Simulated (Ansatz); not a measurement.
`C[O][W](=[O])([F])=[S]` + NH₃ → `[NH2][W](=[O])([F])=[S]` + CH₃OH at 298.15 K and 1 bar (ligand exchange at a W–O bond).

Gas-phase electronic energies from Ansatz, PBE0-D4/def2-TZVP geometries. CCSD(T)/CBS adds triple-zeta CCSD(T) − MP2 to the extrapolated MP2 energy (def2 sets, frozen cores). This one scheme is used for every species. def2 core potentials past Kr. For W outer-core shells are correlated without core-valence functions, which leaves a few kJ/mol of doubt a bond. Each species was taken in one conformer, which may not be the lowest.

| species | CCSD(T)/CBS energy (Eh) | H − E (kJ/mol) | S (J/(mol·K)) |
| --- | --- | --- | --- |
| `C[O][W](=[O])([F])=[S]` | -754.90807 | 153.3 | 393.7 |
| NH₃ | -56.50880 | 100.5 | 192.4 |
| `[NH2][W](=[O])([F])=[S]` | -695.78708 | 106.6 | 348.1 |
| CH₃OH | -115.61712 | 146.3 | 238.2 |

H − E and S are ideal-gas, rigid-rotor, harmonic terms from PBE0-D4/def2-TZVP, for one conformer and one mirror image of each species. 1 Eh = 2625.50 kJ/mol, R = 8.31446 J/(mol·K).

Q: By hand: ΔE, ΔH, ΔS and ΔG.

A: ΔE = (-695.78708) + (-115.61712) − (-754.90807) − (-56.50880) = 0.01267 Eh = 33.3 kJ/mol. Δ(H − E) = 106.6 + 146.3 − 153.3 − 100.5 = -0.9, so ΔH = 32.4 kJ/mol. ΔS = 348.1 + 238.2 − 393.7 − 192.4 = 0.2 J/(mol·K). ΔG = 32.4 − 298.15 × (0.2)/1000 = 32.3 kJ/mol.

Q: By hand: the equilibrium constant, and the temperature at which ΔG would vanish if ΔH and ΔS stayed fixed.

A: log₁₀ K = −ΔG/(RT ln 10) = -5.7. ΔG = 0 at ΔH/ΔS = 162000 K, far beyond where these terms or the molecules hold.

The number of gas molecules stays the same, so ΔS is small and ΔH decides. A doubt of 5 kJ/mol in ΔE shifts log₁₀ K by 0.9 here. Other conformers and mirror images would add mixing entropy, several J/(mol·K) or more a flexible species. Modes under 60 cm⁻¹, often nearly free rotors, make the harmonic entropy too high. These are equilibria of isolated gas molecules and say nothing of rates. Largest T1 diagnostic: 0.022 (customary marks: 0.02 for closed shells, 0.045 for open ones).
